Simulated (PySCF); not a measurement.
**Worked example: entropy of an ideal gas**

B(Cl)(OH)(SeH) (BClH2OSe), SMILES OB(Cl)[SeH].

Coordinates come from a ωB97X-D3(BJ)/def2-SVP optimisation. Other conformers were not sampled.

ωB97X-D3(BJ)/def2-SVP (PySCF) gives the harmonic wavenumbers 192, 311, 326, 458, 499, 564, 733, 861, 1127, 1391, 2507, 3889 cm⁻¹ and the rotational temperatures 0.3017, 0.0899, 0.0693 K. The molar mass is 143.25 g/mol, the symmetry number 1, the spin multiplicity 1.

Q: Work out the entropy at 298.15 K and 1 atm in the rigid-rotor, harmonic-oscillator model.

A: 
Translation (Sackur–Tetrode at 1 atm): S = R[1.5 ln M + 2.5 ln T − 1.16487] = 170.7 J/(mol K).
Rotation: q = (√π/σ) T^1.5/√(θA θB θC) = 210000, S = R[ln q + 3/2] = 114.4 J/(mol K).
Vibration: with u = 1.4388 ν/T, each mode gives R[u/(e^u − 1) − ln(1 − e^−u)]:
| ν (cm⁻¹) | modes | u | S (J/(mol K)) |
|---|---|---|---|
| 192 | 1 | 0.93 | 9.24 |
| 311 | 1 | 1.50 | 5.68 |
| 326 | 1 | 1.57 | 5.35 |
| 458 | 1 | 2.21 | 3.23 |
| 499 | 1 | 2.41 | 2.76 |
| 564 | 1 | 2.72 | 2.16 |
| 733 | 1 | 3.54 | 1.13 |
| 861 | 1 | 4.15 | 0.68 |
| 1127 | 1 | 5.44 | 0.23 |
| 1391 | 1 | 6.71 | 0.08 |
The stiffer modes add less than 0.005 each. Sum 30.5 J/(mol K).
Spin: R ln 1 = 0.0 J/(mol K).
Total 315.6 J/(mol K); the program's own thermochemistry gives 315.6. Translation makes up 54 % and vibration 10 %. Anharmonicity, hindered rotation and orbital degeneracy are left out.
